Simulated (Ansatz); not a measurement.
The cluster Si2Se2⁺. Charge 1, multiplicity 2. Geometry PBE-D4/def2-SVP; atoms count from 1.

```xyz
4

Si    0.274    0.440   -0.209
Si   -0.818   -1.365   -1.307
Se   -0.763   -1.213    1.003
Se    1.307    2.139    0.513
```

Another isomer (doublet) lies 0.86 eV lower at PBE0-D4/def2-TZVP; other spin states weren't run for this one.

Estimate the Mulliken populations from the PBE0/def2-TZVP orbitals of Ansatz.


```
atom  charge (e)  spin (α − β)
 Si1        0.32         -0.04
 Si2        0.41          0.15
 Se3        0.11          0.20
 Se4        0.15          0.70
```
Mulliken values and Mayer orders depend strongly on the basis.

Where does the spin sit?

Summed by element: Si 0.10, Se 0.90, of 1 unpaired in all. Largest on single atoms: Se4 0.70, Se3 0.20, Si2 0.15.

And the Mayer bond orders between bonded heavy atoms (over 0.3)?

Si1–Si2 0.82 (2.38 Å); Si1–Se3 1.18 (2.30 Å); Si1–Se4 1.93 (2.12 Å); Si2–Se3 1.37 (2.32 Å).
